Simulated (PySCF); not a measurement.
**Static response to an electric field**

Compound: TiOCl2 (singlet state).
Geometry (PBE0-D3(BJ)/def2-SVP, Å), atoms numbered from 1 in this order:
```xyz
4
Cl2OTi angstrom
Ti     0.0771   -0.0049    0.0369
O      1.6365   -0.0963    0.1846
Cl    -0.7497    2.0467   -0.0339
Cl    -0.9639   -1.9455   -0.1876
```

Level: B3LYP/def2-SVPD (PySCF), static field, nuclei fixed, core orbitals frozen in the response. The polarisability tensor in these axes (au):

```
x   63.71  0.90  2.43
y    0.90 82.42  1.35
z    2.43  1.35 44.13
```

Task: Give the principal values, the mean and the anisotropy Δα = √{½[(α1 − α2)² + (α2 − α3)² + (α1 − α3)²]}.

Result: Principal values 43.79, 63.94 and 82.52 au; mean 63.42 au = 9.40 Å³ = 10.46 × 10⁻⁴⁰ C²·m²/J; Δα = 33.55 au (53 % of the mean).

Task: What is the dipole moment, and where does it point?

Result: (-0.62, 0.03, 0.17) D, 0.64 D in size, pointing from the negative to the positive side. Measured along this direction, the outermost atoms are O2 at the negative end and Cl3 and Cl4 at the positive end.

Task: Traceless (Buckingham) quadrupole moment about the centre of nuclear charge: eigenvalues?

Result: -5.49, -4.89, 10.38 D·Å. The values depend on the origin, since the dipole doesn't vanish. The electronic extent ⟨r²⟩ about the same centre is 755 bohr², a root-mean-square distance of 1.82 Å for the 64 electrons.

Task: In a dilute gas of rigid molecules at 298 K, how does the orientational term μ²/3kT compare with the electronic polarisability?

Result: In Gaussian units μ²/3kT = 3.31 Å³ against 9.40 Å³, a ratio of 0.35; the Debye molar polarisation (4π/3)N_A(α + μ²/3kT) is 32.1 cm³/mol, leaving out the vibrational part.

Task: Along which axes do the principal values lie, and how far do the nuclei extend along each?

Result: Largest value along (0.05, 1.00, 0.04), where the nuclei span 4.00 Å; middle along (0.99, -0.06, 0.12), 2.52 Å; least along (-0.12, -0.03, 0.99), 0.04 Å. The response follows the extents in order.

Task: Refractivity n − 1 of an ideal gas of it at 400 K and 1 atm, from the electronic α?

Result: N = p/kT = 1.8347 × 10¹⁹ cm⁻³, so n − 1 = 2π × N × 9.40 × 10⁻²⁴ cm³ = 1083 × 10⁻⁶ at long wavelengths, for an ideal gas.

Isolated species at its PBE0-D3(BJ)/def2-SVP geometry, gas phase.

The run behind these numbers computed excited states as well. On one thread of an x86-64 server, shared host, this took 6.5 s.
